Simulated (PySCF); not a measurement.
Geometry (Å), atoms numbered from 1 in this order:
```xyz
16

F    -1.8851    2.5212    0.1006
C    -1.5463    1.2213    0.0079
C    -2.4258    0.1522   -0.1444
C    -1.6560   -0.9934   -0.1961
N    -0.3539   -0.6528   -0.0804
C     0.7571   -1.4398   -0.0797
C     1.9871   -0.8828    0.0480
C     2.1309    0.5205    0.1833
C     1.0257    1.3173    0.1844
C    -0.2462    0.7327    0.0499
H    -3.4936    0.2096   -0.2099
H    -1.9619   -2.0147   -0.3067
H     0.5935   -2.5017   -0.1846
H     2.8614   -1.5128    0.0466
H     3.1173    0.9432    0.2839
H     1.0881    2.3890    0.2855
```

- PBE0/pcSseg-1 with gauge-including orbitals
- GFN2-xTB geometry
- program: PySCF 2.14
- no solvent model, one conformer, non-relativistic

δ = σ(ref) − σ, references computed at the same level: ¹³C (186.93 ppm) against TMS.

Do the ¹³C shifts follow the atomic charges (in e)? Tabulate both.

## Answers


| atoms | hybridisation | δ (ppm) | σ para (ppm) | Hirshfeld | IAO | Mulliken | ESP-fitted |
| --- | --- | --- | --- | --- | --- | --- | --- |
| C2 | sp2 | 151.9 | -216 | +0.04 | +0.22 | +0.29 | +0.07 |
| C6 | sp2 | 127.6 | -189 | +0.01 | -0.06 | +0.25 | -0.27 |
| C10 | sp2 | 123.9 | -192 | +0.01 | +0.01 | +0.19 | +0.10 |
| C9 | sp2 | 123.2 | -187 | -0.05 | -0.15 | -0.08 | -0.28 |
| C8 | sp2 | 119.8 | -185 | -0.06 | -0.17 | -0.02 | -0.16 |
| C7 | sp2 | 117.4 | -186 | -0.07 | -0.19 | -0.22 | -0.17 |
| C3 | sp2 | 108.1 | -182 | -0.10 | -0.23 | -0.21 | -0.25 |
| C4 | sp2 | 107.8 | -170 | -0.04 | -0.14 | +0.17 | -0.45 |

Correlation coefficients of δ with charge over these carbons: Hirshfeld +0.81, IAO +0.90, Mulliken +0.59, ESP-fitted +0.67; with the paramagnetic shielding -0.96. With so few points these coefficients are fragile. Charge is one influence among several: hybridisation and low-lying excitations act through the paramagnetic term.

Shifts are as computed. Against solution values, carbons near 30 ppm lie about +3 ppm off and those near 130 ppm about +5 ppm (rms about the fit 2.1 ppm; single classes can miss by 10 ppm). Of 1328 compounds with measured shifts, 309 miss one by over three times the rms of a fit or turn the order of signals round; such compounds aren't used in these exercises. Signals without a measured value on file couldn't be tested in this way; 1H shifts scatter by 0.2 ppm about their fit, and single ones miss by 0.5 ppm.
